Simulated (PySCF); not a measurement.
B(CCH)3 (C6H3B), SMILES C#CB(C#C)C#C. Heavy atoms are numbered as in [B:1]([C:2]#[CH:3])([C:5]#[CH:6])[C:8]#[CH:9]. Hydrogens are named by the atom that carries them.

Coordinates come from a PBE0-D3(BJ)/def2-SVP optimisation.

The numbers are results of PySCF with ωB97X/def2-TZVP, not measurements.

ESP charges are fitted to the potential on shells at 1.4 to 2.0 van der Waals radii. Atomic charges (e), one atom of each kind:

| atom | meta-Löwdin | Mulliken | Löwdin | ESP fit |
|---|---|---|---|---|
| B1 | 0.16 | 0.39 | -0.41 | ? |
| C2 | -0.10 | -0.10 | 0.02 | ? |
| C3 (CH) | -0.13 | -0.25 | -0.02 | ? |
| H on C3 | 0.18 | 0.22 | 0.14 | ? |

Task: Some entries are withheld; supply them. (The exact figures need the calculation; the answer reports its results.)

Result: 
- B1, ESP fit: 0.86
- C2, ESP fit: -0.33
- C3 (CH), ESP fit: -0.25
- H on C3, ESP fit: 0.29

Computed Mayer and Wiberg (Löwdin basis) orders of the bonds:
```
bond   Mayer  Wiberg
-----  -----  ------
B1–C2   1.01    1.20
C2–C3   2.98    2.85
B1–C5   1.01    1.20
C5–C6   2.98    2.85
B1–C8   1.01    1.20
C8–C9   2.98    2.85
```
